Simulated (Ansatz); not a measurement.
Geometry optimisation, Ansatz, RKS PBE0-D4/def2-mTZVP.

Input:

```yaml
crystal:
  periodic: [false, false, false]
  atoms:
    - { symbol: "N", position_ang: [-0.90874, 0.87451, -0.98176] }
    - { symbol: In, position_ang: [0.08594, 0.12787, 0.62998] }
    - { symbol: O, position_ang: [-0.63625, 0.91827, 2.25473] }
    - { symbol: H, position_ang: [-0.72058, 0.21384, -1.73268] }
    - { symbol: H, position_ang: [-1.91678, 0.92973, -0.87446] }
    - { symbol: H, position_ang: [1.29537, -1.06543, 0.74273] }
    - { symbol: H, position_ang: [-0.34119, 0.61141, 3.10986] }
basis:
  gaussian: { orbitals: def2-mTZVP }
hamiltonian:
  xc: pbe0
  dispersion: d4
relax:
  f_tol: 0.015
  max_steps: 40
output:
  orbitals: {}
```

Command:

```bash
$ ansatz run input.yaml --threads 1 --pin off --max-ram 2048MiB --backend cpu --events-out ev --progress --plain --runs-dir out
```

Problem. Where does it end, and by what steps?

Solution. It converged. After 6 steps the energy has fallen by 0.144 eV; H5 moved furthest, 0.24 Å.

```tsv
step	energy less start (eV)	largest force component (eV/Å)	accepted
0	0.0000	0.699	yes
1	-0.0774	1.257	yes
2	-0.1305	0.368	yes
3	-0.1343	0.404	yes
4	-0.1431	0.087	yes
5	-0.1437	0.043	yes
6	-0.1440	0.012	yes
```

```xyz
7
Properties=species:S:1:pos:R:3
N -0.890 0.713 -0.967
In 0.065 0.023 0.666
O -0.762 0.877 2.277
H -0.869 0.198 -1.836
H -1.799 1.138 -0.842
H 1.434 -0.997 0.745
H -0.322 0.658 3.104
```

Run time: 33 s on 1 CPU thread of a shared host.
